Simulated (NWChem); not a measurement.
System: C2H6ClFSi; SMILES C[C@@H](F)[SiH2]Cl

Excerpt of the output:

```
             Northwest Computational Chemistry Package (NWChem) 7.3.0
             --------------------------------------------------------

                             Geometry "geometry" -> ""
                             -------------------------

 Output coordinates in angstroms (scale by  1.889725989 to convert to a.u.)

  No.       Tag          Charge          X              Y              Z
 ---- ---------------- ---------- -------------- -------------- --------------
    1 C                    6.0000     0.61726600    -2.41384100    -0.24408200
    2 C                    6.0000    -0.18218700    -1.13012400    -0.40915600
    3 F                    9.0000    -1.41016500    -1.25008000     0.26416000
    4 Si                  14.0000     0.71124000     0.40175500     0.30989800
    5 Cl                  17.0000    -0.40272600     2.11472400    -0.08299000
    6 H                    1.0000     0.87183900    -2.59837200     0.81968000
    7 H                    1.0000     1.55978800    -2.36828100    -0.82677600
    8 H                    1.0000     0.02870000    -3.28041100    -0.60851800
    9 H                    1.0000    -0.40533800    -0.95291800    -1.48736400
   10 H                    1.0000     0.84337800     0.23904600     1.79506500
   11 H                    1.0000     2.06403300     0.55472300    -0.32736200

 Effective nuclear repulsion energy (a.u.)     287.9303941187

  xc_inp: hfexch multiplicative factor not found.

                                 NWChem DFT Module
                                 -----------------

 Summary of "ao basis" -> "ao basis" (spherical)
 ------------------------------------------------------------------------------
       Tag                 Description            Shells   Functions and Types
 ---------------- ------------------------------  ------  ---------------------
 C                           6-31g*                  6       14   3s2p1d
 F                           6-31g*                  6       14   3s2p1d
 Si                          6-31g*                  8       18   4s3p1d
 Cl                          6-31g*                  8       18   4s3p1d
 H                           6-31g*                  2        2   2s

            General Information
            -------------------
          SCF calculation type: DFT
          Wavefunction type:  closed shell.
          No. of atoms     :    11
          No. of electrons :    58
           Alpha electrons :    29
            Beta electrons :    29
          Charge           :     0
          Spin multiplicity:     1
          Use of symmetry is: off; symmetry adaption is: off
          Maximum number of iterations: 150
          AO basis - number of functions:    90
                     number of shells:    46
          Convergence on energy requested:  1.00D-06
          Convergence on density requested:  1.00D-05
          Convergence on gradient requested:  5.00D-04

              XC Information
              --------------
                     Hartree-Fock (Exact) Exchange  1.000

      Superposition of Atomic Density Guess
      -------------------------------------

 Sum of atomic energies:        -925.95012579

      Non-variational initial energy
      ------------------------------

 Total energy =    -927.827175
 1-e energy   =   -1852.391845
 2-e energy   =     636.634276
 HOMO         =      -0.303523
 LUMO         =       0.052879

     ---------------------------------------------
      Total Density - Mulliken Population Analysis
     ---------------------------------------------

[...]

                     NWChem Electrostatic Potential Fit Module
                     -----------------------------------------

 Atom parameters

 Number of atoms is                                   11
 Number of basis functions is                         90

 Grid parameters

 Maximum number of grid points is                  44690
 Number of grid points is                          44689
 Grid range                                     0.300000 nm
 Grid spacing                                   0.020000 nm
 Probe radius                                   0.070000 nm
 Atom radius factor                             1.000000

 Atomic radii

    1    0.100000
    6    0.147000
    9    0.128000
   14    0.187000
   17    0.169000
 FASTESP  F
  using M.O. file = ./job.movecs

    Atom              Coordinates                           Charge

                                                  ESP

    1 C     0.061727   -0.241384   -0.024408   -0.187847
    2 C    -0.018219   -0.113012   -0.040916    0.375208
    3 F    -0.141017   -0.125008    0.026416   -0.349145
    4 Si    0.071124    0.040176    0.030990    0.566048
    5 Cl   -0.040273    0.211472   -0.008299   -0.288385
    6 H     0.087184   -0.259837    0.081968    0.048590
    7 H     0.155979   -0.236828   -0.082678    0.025575
    8 H     0.002870   -0.328041   -0.060852    0.071333
    9 H    -0.040534   -0.095292   -0.148736   -0.020338
   10 H     0.084338    0.023905    0.179507   -0.109175
   11 H     0.206403    0.055472   -0.032736   -0.131865
                                            ------------
                                               -0.000000

 Dipole moment                                  1.341681

 Quadrupole moment Qxx                         -2.386043
                   Qyy                         -5.577318
                   Qzz                          7.963361

 RMS deviation kJ/mol                           0.054575

 RRMS %                                        24.058634
```

Level: Hartree-Fock/6-31G* (spherical d). The geometry was optimised at PBE-D3(BJ)/def2-SVP.

Q: Which NWChem input produces such a log?

A: One answer among several that fit: the input that was run:
```
start job
memory heap 200 mb stack 900 mb global 1100 mb
geometry units angstroms noautosym nocenter noautoz
  C      0.617266    -2.413841    -0.244082
  C     -0.182187    -1.130124    -0.409156
  F     -1.410165    -1.250080     0.264160
  Si     0.711240     0.401755     0.309898
  Cl    -0.402726     2.114724    -0.082990
  H      0.871839    -2.598372     0.819680
  H      1.559788    -2.368281    -0.826776
  H      0.028700    -3.280411    -0.608518
  H     -0.405338    -0.952918    -1.487364
  H      0.843378     0.239046     1.795065
  H      2.064033     0.554723    -0.327362
end
basis spherical
  * library 6-31g*
end
dft
  xc hfexch
  iterations 150
  mulliken
end
task dft energy
esp
  recalculate
  probe 0.07
  range 0.3
  factor 1.0
  spacing 0.02
end
task esp
```
